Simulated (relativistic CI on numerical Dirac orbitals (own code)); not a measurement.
Bi XXXV: sensitivity of the levels to the model

Base calculation: Dirac-Coulomb-Breit CI, orbitals from a KLI potential per configuration, a model potential for QED, unscaled Slater integrals.

CI space (outside the closed core [Ar] 3d10): 4s²4p⁶4d¹⁰4f³, 4s²4p⁶4d⁹4f⁴, 4s²4p⁶4d¹⁰4f²5s, 4s²4p⁶4d¹⁰4f²5p, 4s²4p⁵4d¹⁰4f⁴, 4s²4p⁶4d¹⁰4f5s², 4s²4p⁶4d¹⁰4f5s5p, 4s²4p⁶4d¹⁰4f²5d, 4s4p⁶4d¹⁰4f⁴, 4s²4p⁶4d¹⁰4f5p², 4s²4p⁴4d¹⁰4f⁵, 4s²4p⁶4d⁹4f³5s, 4s²4p⁶4d¹⁰4f5s5d, 4s²4p⁶4d⁹4f²5s², 4s²4p⁶4d¹⁰4f²5f, 4s²4p⁶4d¹⁰4f5p5d, 4s²4p⁶4d⁹4f³5p, 4s²4p⁶4d¹⁰4f²5g, 4s²4p⁶4d¹⁰4f²6s, 4s²4p⁶4d¹⁰4f5d², 4p⁶4d¹⁰4f⁵, 4s²4p⁶4d¹⁰4f²6p, 4s²4p⁵4d¹⁰4f²5s², 4s²4p⁶4d¹⁰4f²6d, 4s²4p⁵4d¹⁰4f³5s, 4s²4p⁶4d¹⁰4f²6g, 4s²4p⁶4d¹⁰4f²7s, 4s4p⁶4d¹⁰4f²5s², 4p⁶4d¹⁰4f⁴5s. Levels of other configurations are missing.

The lowest level and the first level of each name with at least 55 % of one term (blank where a level has no safe partner in the second run):

```tsv
Level	Base (cm⁻¹)	Shift (cm⁻¹)
4s²4p⁶4d¹⁰4f³ ⁴I°9/2	0	0
4s²4p⁶4d¹⁰4f³ ⁴I°11/2	49288	-121
4s²4p⁶4d¹⁰4f³ ⁴I°13/2	82584	-165
4s²4p⁶4d¹⁰4f³ ⁴F°5/2	95017	-111
4s²4p⁶4d¹⁰4f³ ⁴G°7/2	114973	-130
4s²4p⁶4d¹⁰4f³ ²K°13/2	130743	-204
4s²4p⁶4d¹⁰4f³ ⁴G°9/2	151134	-214
4s²4p⁶4d¹⁰4f³ ²D°5/2	176048	-243
4s²4p⁶4d¹⁰4f³ ²H°9/2	185625	-228
4s²4p⁶4d¹⁰4f³ ⁴D°7/2	194681	-199
4s²4p⁶4d¹⁰4f³ ²I°13/2	196585	-244
4s²4p⁶4d¹⁰4f³ ²L°17/2	202025	-247
4s²4p⁶4d¹⁰4f³ ²F°7/2	251950	-265
4s²4p⁶4d¹⁰4f²5s ⁴H7/2	1959813	-684
4s²4p⁶4d¹⁰4f²5s ⁴F3/2	1987334	-826
4s²4p⁶4d⁹4f⁴ ⁶G3/2	2012566	-238
4s²4p⁶4d¹⁰4f²5s ⁴H11/2	2020619	-326
4s²4p⁶4d¹⁰4f²5s ⁴F7/2	2034748	-476
```

At this charge energies of transitions that change n are usually good to better than 1 %, and those within a shell (Δn = 0) to a few per cent. Terms inside the open d or f shell come out 10 to 20 % too wide with unscaled integrals.

Problem. One thing was changed in a second run, which moved the levels as shown. Which?
A. Breit term removed
B. configuration mixing switched off
C. one mean potential for all configurations
D. QED terms removed
E. valence Slater integrals scaled by 0.9

Solution. C. One mean potential for all configurations. One potential for all configurations removes the relaxation of the orbitals, which moves whole configurations and changes the integrals a little.

LS names give the leading component of a level, which can be under half, so a name can repeat, a term be missing and a line seem to break the LS rules.
